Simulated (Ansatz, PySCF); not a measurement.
Ga(OH)(SiH3)2 (GaH7OSi2), SMILES [OH][Ga]([SiH3])[SiH3].

Coordinates come from a TPSSh-D3(BJ)/def2-SVP optimisation. Other conformers were not sampled.

Vertical ionisation energy (IE) and electron affinity (EA) in eV. Rows of orbital energies are one-electron estimates. Where ΔSCF, EOM or ADC give a negative EA the extra electron is unbound and the value depends on the basis.

```tsv
level	IE	EA
−ε(HOMO), −ε(LUMO), B3LYP/def2-TZVP (PySCF)	7.04	2.05
−ε(HOMO), −ε(LUMO), PBE/def2-TZVP (PySCF)	6.22	2.58
ΔSCF, CAM-B3LYP/def2-SVPD (Ansatz), final states of multiplicity 2 and 2	9.19	0.24
ΔSCF, PBE/def2-SVPD (Ansatz), final states of multiplicity 2 and 2	8.85	0.30
```

### Question
What vertical singlet–triplet gap does ΔSCF give with CAM-B3LYP/def2-SVPD (Ansatz, a quantum-chemistry and plane-wave program) and with PBE/def2-SVPD (Ansatz)? (Estimate from the structure and the level; the computed values follow.)

### Answer
3.84 and 3.46 eV (triplet above singlet where positive).
